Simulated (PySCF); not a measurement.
Input file for PySCF: D3(BJ) and D4 dispersion corrections on H9NSi2 (a complex), monomers drawn apart or pushed together.

```python
from pyscf import gto
from pyscf.dispersion import dftd3, dftd4

mol = gto.M(
    atom='''
    N    -0.41246894    0.18904168    0.96084620
    H    -0.35981099   -0.69423092    0.46676276
    H    -1.36152978    0.53396089    0.87454400
    H     0.19811306    0.84359086    0.48555377
    Si    0.14426733   -1.16617758    3.41156680
    Si    0.26130179    1.16812497    3.56767103
    H     0.43256699   -1.79639717    4.72895966
    H     1.13968748   -1.69336978    2.44785630
    H    -1.20916011   -1.61083181    3.00102210
    H     0.59517377    1.59215515    4.95479288
    H    -1.03600186    1.79614854    3.21923442
    H     1.31402940    1.71507153    2.67812037
    ''',
    basis='def2-svp',
    charge=0, spin=0, verbose=0, max_memory=1800)
d3, d4 = {}, {}
for xc in ['hf', 'pbe', 'blyp', 'revpbe', 'tpss', 'r2scan', 'b3lyp', 'pbe0', 'bhlyp', 'camb3lyp', 'b2plyp']:
    d3[xc] = float(dftd3.DFTD3Dispersion(mol, xc=xc, version='d3bj', atm=False).get_dispersion()['energy'])
    print(f'D3(BJ) {xc:10s} {d3[xc]:14.8f} Eh')
for xc in ['hf', 'pbe', 'blyp', 'revpbe', 'tpss', 'r2scan', 'b3lyp', 'pbe0', 'bhlyp', 'camb3lyp', 'b2plyp']:
    d4[xc] = float(dftd4.DFTD4Dispersion(mol, xc={'camb3lyp': 'cam-b3lyp'}.get(xc, xc), atm=True).get_dispersion()['energy'])
    print(f'D4     {xc:10s} {d4[xc]:14.8f} Eh')
```

Program output:

```
D3(BJ) hf            -0.06291731 Eh
D3(BJ) pbe           -0.00905973 Eh
D3(BJ) blyp          -0.01956176 Eh
D3(BJ) revpbe        -0.02192039 Eh
D3(BJ) tpss          -0.01164306 Eh
D3(BJ) r2scan        -0.00262481 Eh
D3(BJ) b3lyp         -0.01612257 Eh
D3(BJ) pbe0          -0.00808877 Eh
D3(BJ) bhlyp         -0.01305528 Eh
D3(BJ) camb3lyp      -0.00763556 Eh
D3(BJ) b2plyp        -0.00781999 Eh
D4     hf            -0.02792208 Eh
D4     pbe           -0.00842574 Eh
D4     blyp          -0.01829335 Eh
D4     revpbe        -0.02428616 Eh
D4     tpss          -0.01135761 Eh
D4     r2scan        -0.00208385 Eh
D4     b3lyp         -0.01357792 Eh
D4     pbe0          -0.00716165 Eh
D4     bhlyp         -0.01062711 Eh
D4     camb3lyp      -0.00729684 Eh
D4     b2plyp        -0.00589905 Eh
```

The run finished.

Cost: roughly 0.06 core-seconds.
